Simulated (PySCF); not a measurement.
## [Tm(H2O)4]2+: from a saddle point downhill

PySCF 2.14.0, RKS PBE0, Tm lcecp-0-SVP with ECP59, O def2-SVP, H def2-SVP; non-relativistic Hamiltonian with scalar-relativistic core potentials where named; density fitting; no spin-orbit coupling. Relaxed within the symmetry of its start, the geometry (D2d) is

```xyz
13

Tm    0.0000    0.0000    0.0000
O     1.3894    1.4125    1.4125
H     1.7524    1.2084    2.2901
H     1.7524    2.2901    1.2084
O    -1.3894   -1.4125    1.4125
H    -1.7524   -1.2084    2.2901
H    -1.7524   -2.2901    1.2084
O     1.3894   -1.4125   -1.4125
H     1.7524   -2.2901   -1.2084
H     1.7524   -1.2084   -2.2901
O    -1.3894    1.4125   -1.4125
H    -1.7524    2.2901   -1.2084
H    -1.7524    1.2084   -2.2901
```

and its lowest harmonic modes are -108, 12, 12, 19, 29, 37 cm⁻¹ (negative: unstable). It was moved along the lowest mode and relaxed again, within the group S4 that the move left.

Where does it end, and how much lower?

In S4, 0.031 eV lower, after 19 steps:
```xyz
13

Tm    0.0001    0.0000    0.0000
O     1.4431    1.4166    1.3528
H     2.2481    1.1692    1.8358
H     1.3486    2.3676    1.5260
O    -1.4428   -1.3529    1.4166
H    -1.3472   -1.5269    2.3679
H    -2.2498   -1.8343    1.1688
O     1.4431   -1.4166   -1.3528
H     1.3486   -2.3676   -1.5260
H     2.2481   -1.1692   -1.8358
O    -1.4428    1.3529   -1.4166
H    -2.2498    1.8343   -1.1688
H    -1.3472    1.5269   -2.3679
```

How do the contacts change?


| contact | saddle (Å) | end (Å) |
| --- | --- | --- |
| Tm1–O2 (H2O) | 2.433 | 2.433 |
| Tm1–O5 (H2O) | 2.433 | 2.433 |
| Tm1–O8 (H2O) | 2.433 | 2.433 |
| Tm1–O11 (H2O) | 2.433 | 2.433 |


Is the end a minimum?

Probably not: 1 of the modes stay unstable (below −25 cm⁻¹), though so soft as to be near the noise; lowest modes -45, 29, 32, 40, 43, 49 cm⁻¹.

An lcecp potential fixes the number of 4f electrons, so in runs with it no electron can move into or out of that shell.

State: singlet in the valence, with the 4f electrons in the core potential.
